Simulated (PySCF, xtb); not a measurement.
GeH₂Br₂, SMILES [Br][GeH2][Br].

Harmonic wavenumbers (cm⁻¹) from GFN2-xTB run with xtb at its own minimum, in rising order: 90, 271, 307, 417, 583, 660, 773, 1843, 1903.

Task: What does B3LYP-D3(BJ)/def2-SVP (PySCF 2.14.0) give at its own minimum? (Estimate from the structure and the level; the computed values follow.)

Result: 97, 289, 318, 480, 633, 761, 848, 2152, 2171. Paired by order, the mean absolute difference is 100 cm⁻¹ and the zero-point energies are 9.8 and 11.1 kcal/mol.
